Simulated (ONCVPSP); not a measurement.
Which setting gave this result? (Ag (Z = 47), ONCV)

Base potential:

ONCVPSP 4.0.1 input, shortened (lines: element, Z, core and valence counts, functional; n l f; lmax; l rc ep ncon nbas qcut; lloc lpopt rc5 dvloc0; l nproj debl; icmod fcfact rcfact), PBE, scalar-relativistic:

```
  Ag 47.00    6    5        4      upf
    1    0    2.00
    2    0    2.00
    2    1    6.00
    3    0    2.00
    3    1    6.00
    3    2   10.00
    4    0    2.00
    4    1    6.00
    4    2   10.00
    5    0    0.50
    5    1    0.50
    2
    0    1.80    0.00    3    6    7.20
    1    1.35    0.00    4    8   12.60
    2    1.30    0.00    3    7    7.10
    2    5    1.30    0.00
    0    2    3.10
    1    3    1.60
    2    0    2.20
    0    0.00    0.00
```

Cutoffs, loose and tight: the cutoffs (Ha) at which the residual kinetic energy of the hardest occupied pseudo-wave falls to 1 and 0.1 mHa per electron. They do not see the model core or the augmentation charge, which bear on the density cutoff. Test errors are all-electron minus pseudo excitation energies from the reference, over the configurations 4s2 4p6 4d10 5s1 5p0; 4s2 4p6 4d10 5s0 5p0; 4s2 4p6 4d9 5s0 5p0; 4s2 4p6 4d9 5s1 5p1; variants that change the core or the reference have their own tests. The largest error is taken over the tests solved by every variant that gives reliable tests at all, those not shown here included: 4s2 4p6 4d10 5s0 5p0; 4s2 4p6 4d10 5s1 5p0; 4s2 4p6 4d9 5s1 5p1.

Only the scale of all radii (base = 1) is moved (2 further runs of the sweep failed or gave no value and are left out):

| scale of all radii (base = 1) | cutoff, loose | cutoff, tight | bound ghosts | largest test error (meV) |
| --- | --- | --- | --- | --- |
| 0.79 | 88 Ha | 185 Ha | none | -1.2 |
| 0.83 | 80 Ha | 164 Ha | none | -2.0 |
| 0.95 | 49 Ha | 126 Ha | none | -4.1 |
| 1.03 | 43 Ha | 106 Ha | none | -5.2 over the solved tests; 1 of 4 tests not solved or not reliable |
| 1.09 | 43 Ha | 93 Ha | none | -5.9 |
| 1.16 | 45 Ha | 79 Ha | none | -6.6 |
| 1.24 | 23 Ha | 48 Ha | none | -7.7 |

Problem. One more run gave cutoff, loose: 68 Ha; cutoff, tight: 143 Ha; bound ghosts: none; largest test error (meV): -3.0. Which value of the scale of all radii (base = 1) was used?

Solution. 0.89. The tight cutoff moves one way along this sweep, from 185 Ha at 0.79 to 48 Ha at 1.24, which places the run between 0.83 and 0.95.
